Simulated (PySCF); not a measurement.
**How the functional moves excitation energies**

Species: BrGeH3.
SMILES with atom numbers: `[GeH3:1][Br:2]` (hydrogens: H3, H4, H5 on Ge1)

Linear-response calculations in the def2-SVPD basis (PySCF; singlets by full response, triplets Tamm–Dancoff, core orbitals frozen in the response; HF means time-dependent Hartree–Fock). 'Strongest' is the level of largest summed f among the singlets computed (10 roots, of which the last may lack a degenerate partner); it can jump between rows when another state enters that window. S1 is the lowest singlet of each run and needn't be the same state throughout; f(S1) is that of one state. Geometry: PBE0-D3(BJ)/def2-SVP; no solvent, vibrations or thermal averaging. Relativistic effects, spin–orbit coupling among them, are left out although an element past zinc is present.

```tsv
functional	kind	S1 (eV)	f(S1)	strongest (eV)	T1 (eV)	HOMO (eV)	gap (eV)	ionisation energy, ΔSCF (eV)
LDA	LDA	5.38	0.014	5.38	5.01	-7.11	5.15	10.56
PBE	GGA	5.49	0.014	5.49	5.08	-7.02	5.29	10.42
B3LYP	global hybrid, 20% exact exchange	5.78	0.015	5.78	5.36	-8.02	6.85	10.65
PBE0	global hybrid, 25% exact exchange	5.98	0.015	5.98	5.52	-8.28	7.39	10.65
BHandHLYP	global hybrid, 50% exact exchange	6.33	0.017	8.43	5.85	-9.39	9.28	10.68
CAM-B3LYP	range-separated hybrid	6.09	0.016	8.20	5.62	-9.58	9.57	10.75
wB97X-D	range-separated hybrid	6.22	0.017	8.33	5.78	-10.15	10.93	10.73
LC-wPBE	range-separated hybrid	6.49	0.016	8.71	5.97	-10.98	12.08	10.83
HF	Hartree–Fock	7.20	0.022	9.21	6.60	-11.21	12.93	not settled
```

S1 runs from 5.38 eV (LDA) to 7.20 eV (HF), a spread of 1.82 eV, while the orbital gap spreads over 7.8 eV. Along PBE (0%), B3LYP (20%), PBE0 (25%), BHandHLYP (50%), HF (100%) S1 rises with the share of exact exchange. −ε(HOMO) comes closest to its own ΔSCF ionisation energy with LC-wPBE (+0.15 eV) and misses most with LDA (-3.45 eV). 'Not settled' means that the ion's SCF failed to converge or may have ended in another state than the lowest.
